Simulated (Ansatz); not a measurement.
## Two structures, one formula

The two ends of one reaction step of CH₉AsGe, closed shell (PBE0-D4/def2-TZVP).

A:

Ge1  (-1.444, -1.535, -0.221)
C2  (0.835, 2.054, 0.642)
H3  (-2.484, -1.550, -1.353)
H4  (-1.800, -2.633, 0.794)
H5  (-1.474, -0.168, 0.478)
H6  (1.275, 1.148, 0.226)
As7  (0.720, -2.069, -1.179)
H8  (1.594, 2.834, 0.701)
H9  (0.449, 1.846, 1.639)
H10  (0.019, 2.387, 0.001)
H11  (1.457, -1.626, 0.078)
H12  (0.853, -0.688, -1.807)
(Å)

B:

Ge1  (-1.467, 0.003, 0.647)
C2  (-0.137, 1.428, 0.542)
H3  (-1.917, -0.421, -0.764)
H4  (-0.885, -1.230, 1.362)
H5  (-2.705, 0.481, 1.429)
H6  (0.561, -1.369, -1.805)
As7  (1.960, -1.854, -1.455)
H8  (0.736, 1.086, -0.016)
H9  (0.181, 1.722, 1.543)
H10  (-0.556, 2.300, 0.038)
H11  (1.698, -1.699, 0.036)
H12  (2.532, -0.446, -1.556)
(Å)

Program: Ansatz 0.2.0. Basis: def2-TZVPP. Cores are frozen in the correlated methods. Filled d shells of the heavier atoms are correlated. The def2 sets are not built for correlating such inner shells, so the correlated values are less sure here. B3LYP uses VWN-RPA correlation.

**Question.** Which structure is lower at CCSD(T), and by how much? (An estimate is asked for; the value comes from the calculation.)

**Answer.** By the calculation: A, by 12.42 kcal/mol (electronic energy, against the other). By their contacts, A is a complex of GeAsH₅ ([GeH3][AsH2]) + CH₄ and B is a complex of CH₆Ge ([CH3][GeH3]) + AsH₃.

All methods give the same order:

```csv
method,E(B) − E(A) (kcal/mol)
SPW92,12.90
PBE-D4,14.33
BLYP-D4,14.11
r2SCAN-D4,14.09
B97M-V,12.46
PBE0-D4,14.14
B3LYP-D4,14.01
r2SCAN0-D4,14.11
BHLYP-D4,13.97
CAM-B3LYP-D4,12.82
wB97X-V,12.62
wB97M-V,12.94
B2PLYP,13.71
PBE-QIDH,13.61
RPA on PBE,11.58
HF,13.28
MP2,13.03
CCSD,12.36
CCSD(T),12.42
```

The T1 diagnostic stays at or below 0.011.

Labels in which every atom is bracketed show which atoms are joined, not bond orders.

For scale, one of the runs: CCSD(T)/def2-TZVPP, 253 basis functions, launched by `ansatz run in.yaml --threads 8 --pin off --events-out ev --progress --plain --max-ram 19148MiB`. Hardware: 8 CPU threads of an Arm Neoverse V2, shared host. Wall time 2.5 min; peak host memory 5.6 GiB.
